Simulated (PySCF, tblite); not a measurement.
Isomers of C7H8FNSi. All values are computed: GFN2-xTB (tblite) harmonic vibrations without scaling, gas phase. Errors from tens to a few hundred cm⁻¹ against measured bands are possible. Modes of hydrogen on silicon can be 10 to 20 % off. One conformer each.

Electronic energies: PBE0-D3(BJ)/def2-SVP at its own geometries (PySCF, gas phase).

| SMILES | electronic energy, lowest = 0 (kcal/mol) |
| --- | --- |
| CC#Cc1c(F)ccn1[SiH3] | 33.3 |
| CC#Cc1ccn([SiH3])c1F | 34.2 |
| FCC#C[SiH2]n1cccc1 | 35.4 |
| C=N[SiH2]c1cccc(F)c1 | 4.0 |
| Fc1cccc(/C=N/[SiH3])c1 | 0.0 |
| C#C[Si@H](C)n1cccc1F | 23.8 |
| Fc1cccc(/C=N\[SiH3])c1 | 4.4 |

**Question.** How do GFN2-xTB zero-point energies change the relative energies?

**Answer.** 
| SMILES | ZPE (kcal/mol) | of it from modes above 1550 cm⁻¹ | electronic (kcal/mol) | with ZPE, lowest = 0 (kcal/mol) | lowest mode (cm⁻¹) | rings |
| --- | --- | --- | --- | --- | --- | --- |
| Fc1cccc(/C=N/[SiH3])c1 | 77.7 | 38.4 | 0.0 | 0.0 | 52 | 1 |
| C=N[SiH2]c1cccc(F)c1 | 78.7 | 39.5 | 4.0 | 5.0 | 15 | 1 |
| Fc1cccc(/C=N\[SiH3])c1 | 77.9 | 38.5 | 4.4 | 4.6 | 38 | 1 |
| C#C[Si@H](C)n1cccc1F | 79.6 | 40.1 | 23.8 | 25.8 | 20 | 1 |
| CC#Cc1c(F)ccn1[SiH3] | 77.1 | 37.4 | 33.3 | 32.8 | 19i | 1 |
| CC#Cc1ccn([SiH3])c1F | 77.2 | 37.5 | 34.2 | 33.8 | 40 | 1 |
| FCC#C[SiH2]n1cccc1 | 78.9 | 38.4 | 35.4 | 36.6 | 11 | 1 |

The zero-point energies span 2.5 kcal/mol, from `CC#Cc1c(F)ccn1[SiH3]` to `C#C[Si@H](C)n1cccc1F`. Slightly imaginary modes are left out of the zero-point energy: `CC#Cc1c(F)ccn1[SiH3]` 18.7i cm⁻¹. The lowest isomer stays, but the order above it changes.

**Question.** And how do the electronic energies of GFN2-xTB itself compare?

**Answer.** `Fc1cccc(/C=N/[SiH3])c1` 0.0; `C=N[SiH2]c1cccc(F)c1` 16.5; `Fc1cccc(/C=N\[SiH3])c1` 1.2; `C#C[Si@H](C)n1cccc1F` 32.6; `CC#Cc1c(F)ccn1[SiH3]` 11.1; `CC#Cc1ccn([SiH3])c1F` 10.8; `FCC#C[SiH2]n1cccc1` 27.8 kcal/mol, lowest = 0. Against the energies above, taken from the same isomer `Fc1cccc(/C=N/[SiH3])c1`, the largest difference is 23.4 kcal/mol. The two levels were optimised apart and needn't hold the same conformer.
